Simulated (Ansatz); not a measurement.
Cartesian coordinates in Å:
```
C -0.026 -1.581 0.880
Si 0.293 0.209 0.433
C 0.818 0.370 -1.357
P -1.563 1.399 0.934
H -0.306 -1.680 1.931
H -0.836 -1.996 0.274
H 0.867 -2.187 0.707
H 1.369 0.755 1.311
H 1.731 -0.203 -1.545
H 0.038 -0.004 -2.024
H 1.012 1.413 -1.615
H -1.114 2.572 0.269
H -2.285 0.932 -0.199
```

The species carries charge 0 and has multiplicity 1.

(1) List the PBE0/def2-TZVPP orbital energies in eV (Ansatz). (An estimate is asked.)

Results:

(1) Ansatz gave: Occupied: -2100.46, -1802.38, -277.77, -277.77, -179.32, -144.69, -128.59, -128.55, -128.49, -99.36, -99.33, -99.32, -20.03, -19.27, -17.60, -13.46, -11.81, -11.69, -11.29, -11.22, -10.64, -9.29, -8.97, -8.57, -7.20. Lowest empty: 0.51, 0.77, 1.13, 1.33, 1.47, 2.33, 2.54, 2.74.
